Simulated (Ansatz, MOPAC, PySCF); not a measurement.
Donor–acceptor adduct: BF3 (SMILES FB(F)F) (first 4 atoms) with CH5N (SMILES CN); geometry from B3LYP-D3(BJ)/def2-TZVP, rigid monomers moved along the line of their centres of mass till B2···N6 is 2.98 Å.
(charge 0, multiplicity 1):
```xyz
11

F     -0.555    -1.016     0.571
B     -0.067     0.215     0.946
F     -0.796     1.276     0.459
F      1.292     0.350     0.781
C      0.416    -1.008     4.683
N     -0.282     0.050     3.914
H      1.481    -0.923     4.487
H      0.067    -1.973     4.327
H      0.222    -0.910     5.750
H      0.019     0.973     4.219
H     -1.287     0.003     4.070
```

Counterpoise-corrected where a basis set is named; no monomer relaxation. Rows marked so take none.

Rows in STO-3G carry no dispersion term and start afresh at each structure. The state that PM6, PM7 reach isn't checked; PM7 holds dispersion and hydrogen-bond terms.

Codes used: Ansatz (a program for electronic structure); MOPAC for PM6, PM7 (differences of heats of formation); PySCF for STO-3G rows, the dispersion terms. Values without a source in brackets are computed.

One of these levels gives -228.0 meV for the interaction energy. Name it.
A. PM7
B. HF/STO-3G (no counterpoise)
C. PM6
D. PBE-D4/def2-TZVPPD

A, PM7. The others give -263.0 (PM6), -326.8 (HF/STO-3G (no counterpoise)), -574.4 (PBE-D4/def2-TZVPPD)
